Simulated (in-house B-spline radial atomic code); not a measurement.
Configurations of Gd3+, with energies counted from [Xe] 4f7. Computed with a radial B-spline atomic code at the basis-set limit: scalar-relativistic (X2C) PW91, spin-polarised, spherical fractional occupations, Fermi nucleus of rms radius 5.1569 fm. Shells without spins written out take the highest spin.

Occupations are held fixed; configurations that lie above the ionisation limit could autoionise.

| configuration | E - E(ref) (eV) | highest orbital | its <r> (bohr) |
| --- | --- | --- | --- |
| [Kr] 4d10 4f8 5s2 5p5 | 21.03 | 4f down | 0.9161 |
| [Xe] 4f(6 up, 0 down) 6p(0 up, 1 down) | 22.609 | 6p down | 3.527 |
| [Xe] 4f6 6f1 | 35.835 | 6f up | 7.231 |
| [Kr] 4d10 4f(3 up, 4 down) 5s2 5p(3 up, 2 down) 5d(0 up, 1 down) | 36.674 | 5d down | 2.122 |
| [Kr] 4d10 4f(0 up, 7 down) 5s2 5p(2 up, 3 down) 6f(1 up, 0 down) | 47.64 | 6f up | 7.446 |
| [Kr] 4d10 4f(3 up, 4 down) 5s2 5p(2 up, 3 down) 5f(1 up, 0 down) | 53.264 | 5f up | 4.244 |
| [Kr] 4d9 4f7 5s2 5p6 5d1 | 146.65 | 5d up | 2.043 |
| [Kr] 4d9 4f7 5s2 5p6 6p1 | 156.07 | 6p up | 3.474 |

(1) Order these further configurations by energy, lowest first.
A. [Xe] 4f6 6s1
B. [Kr] 4d10 4f7 5s2 5p5 6d1
C. [Kr] 4d9 4f7 5s2 5p6 6d1
D. [Kr] 4d9 4f7 5s2 5p6 6f1
E. [Xe] 4f6 6d1

(2) How far above the reference does [Xe] 4f(6 up, 1 down) lie?

(3) How far above the reference does [Kr] 4d10 4f7 5s2 5p5 6f1 lie?

(4) How far above the reference does [Xe] 4f(4 up, 3 down) lie?

Results:

(1) A (16.569 eV), E (29.453 eV), B (41.122 eV), C (163.24 eV), D (169.64 eV).

(2) 4.5893 eV; its least bound orbital is 4f down with <r> = 0.8701 bohr.

(3) 47.455 eV; its least bound orbital is 6f up with <r> = 7.279 bohr.

(4) 9.1838 eV; its least bound orbital is 4f down with <r> = 0.854 bohr.
